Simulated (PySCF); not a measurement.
**Two-component Hartree-Fock for Pt⁺ (platinum, charge +1)**

Start: [Xe] 4f14 5d9; 5d3/2 filled at m_j = -1/2, +1/2, +3/2; 5d5/2 filled at m_j = -5/2, -3/2, -1/2, +1/2, +3/2, +5/2. Calculated with PySCF 2.14 in x2c-TZVPPall-2c (11s11p10d3f1g, 124 functions): generalised Hartree-Fock with the X2C-1e Hamiltonian and a Gaussian nucleus; one run each with spin-orbit coupling (SO) screened by Boettger's factors, then bare. This is a chosen level, not necessarily the ground level.

```json
{"spinor shell": "1s1/2", "electrons": "2", "ε, screened SO (eV)": "-78812.1", "ε, bare SO (eV)": "-78810.3", "weight of nominal j (bare SO)": "1.000", "rms radius, bare SO (bohr)": "0.0194"}
{"spinor shell": "2s1/2", "electrons": "2", "ε, screened SO (eV)": "-13999.1", "ε, bare SO (eV)": "-13998.5", "weight of nominal j (bare SO)": "1.000", "rms radius, bare SO (bohr)": "0.0782"}
{"spinor shell": "2p1/2", "electrons": "2", "ε, screened SO (eV)": "-13394.6", "ε, bare SO (eV)": "-13434.4", "weight of nominal j (bare SO)": "1.000", "rms radius, bare SO (bohr)": "0.0661"}
{"spinor shell": "2p3/2", "electrons": "4", "ε, screened SO (eV)": "-11660.1", "ε, bare SO (eV)": "-11647.7", "weight of nominal j (bare SO)": "1.000", "rms radius, bare SO (bohr)": "0.0742"}
{"spinor shell": "3s1/2", "electrons": "2", "ε, screened SO (eV)": "-3361.9", "ε, bare SO (eV)": "-3361.7", "weight of nominal j (bare SO)": "1.000", "rms radius, bare SO (bohr)": "0.200"}
{"spinor shell": "3p1/2", "electrons": "2", "ε, screened SO (eV)": "-3091.4", "ε, bare SO (eV)": "-3100.1", "weight of nominal j (bare SO)": "1.000", "rms radius, bare SO (bohr)": "0.191"}
{"spinor shell": "3p3/2", "electrons": "4", "ε, screened SO (eV)": "-2704.2", "ε, bare SO (eV)": "-2701.4", "weight of nominal j (bare SO)": "1.000", "rms radius, bare SO (bohr)": "0.207"}
{"spinor shell": "3d3/2", "electrons": "4", "ε, screened SO (eV)": "-2259.0", "ε, bare SO (eV)": "-2266.5", "weight of nominal j (bare SO)": "1.000", "rms radius, bare SO (bohr)": "0.182"}
{"spinor shell": "3d5/2", "electrons": "6", "ε, screened SO (eV)": "-2176.0", "ε, bare SO (eV)": "-2171.2", "weight of nominal j (bare SO)": "1.000", "rms radius, bare SO (bohr)": "0.187"}
{"spinor shell": "4s1/2", "electrons": "2", "ε, screened SO (eV)": "-764.88", "ε, bare SO (eV)": "-764.84", "weight of nominal j (bare SO)": "1.000", "rms radius, bare SO (bohr)": "0.441"}
{"spinor shell": "4p1/2", "electrons": "2", "ε, screened SO (eV)": "-648.93", "ε, bare SO (eV)": "-651.08", "weight of nominal j (bare SO)": "1.000", "rms radius, bare SO (bohr)": "0.446"}
{"spinor shell": "4p3/2", "electrons": "4", "ε, screened SO (eV)": "-555.55", "ε, bare SO (eV)": "-554.87", "weight of nominal j (bare SO)": "1.000", "rms radius, bare SO (bohr)": "0.481"}
{"spinor shell": "4d3/2", "electrons": "4", "ε, screened SO (eV)": "-365.25", "ε, bare SO (eV)": "-366.91", "weight of nominal j (bare SO)": "1.000", "rms radius, bare SO (bohr)": "0.495"}
{"spinor shell": "4d5/2", "electrons": "6", "ε, screened SO (eV)": "-347.52", "ε, bare SO (eV)": "-346.49", "weight of nominal j (bare SO)": "1.000", "rms radius, bare SO (bohr)": "0.508"}
{"spinor shell": "5s1/2", "electrons": "2", "ε, screened SO (eV)": "-128.31", "ε, bare SO (eV)": "-128.30", "weight of nominal j (bare SO)": "1.000", "rms radius, bare SO (bohr)": "1.03"}
{"spinor shell": "4f5/2", "electrons": "6", "ε, screened SO (eV)": "-101.74", "ε, bare SO (eV)": "-102.87", "weight of nominal j (bare SO)": "1.000", "rms radius, bare SO (bohr)": "0.561"}
{"spinor shell": "4f7/2", "electrons": "8", "ε, screened SO (eV)": "-98.335", "ε, bare SO (eV)": "-97.488", "weight of nominal j (bare SO)": "1.000", "rms radius, bare SO (bohr)": "0.569"}
{"spinor shell": "5p1/2", "electrons": "2", "ε, screened SO (eV)": "-88.536", "ε, bare SO (eV)": "-88.915", "weight of nominal j (bare SO)": "0.999", "rms radius, bare SO (bohr)": "1.11"}
{"spinor shell": "5p3/2", "electrons": "4", "ε, screened SO (eV)": "-74.049", "ε, bare SO (eV)": "-73.933", "weight of nominal j (bare SO)": "0.999", "rms radius, bare SO (bohr)": "1.22"}
{"spinor shell": "5d3/2", "electrons": "3", "ε, screened SO (eV)": "-20.741", "ε, bare SO (eV)": "-20.898", "weight of nominal j (bare SO)": "0.973", "rms radius, bare SO (bohr)": "1.72"}
{"spinor shell": "5d5/2", "electrons": "6", "ε, screened SO (eV)": "-19.171", "ε, bare SO (eV)": "-19.081", "weight of nominal j (bare SO)": "0.992", "rms radius, bare SO (bohr)": "1.80"}
```

```csv
quantity,screened SO,bare SO
E (hartree),-18426.30647,-18427.98435
M_J,3/2,3/2
⟨J²⟩,3.787,3.791
⟨L²⟩,6.330,6.326
⟨S²⟩,0.998,1.003
```

Each row is a mean over spinors that exchange with the open shell spreads, by up to 3.420 eV (5p1/2).

Breit and QED terms are absent; they matter most for the inner s and p1/2 levels.

Densities and radii are taken from the X2C orbitals without a picture-change correction, which distorts them close to the nucleus.
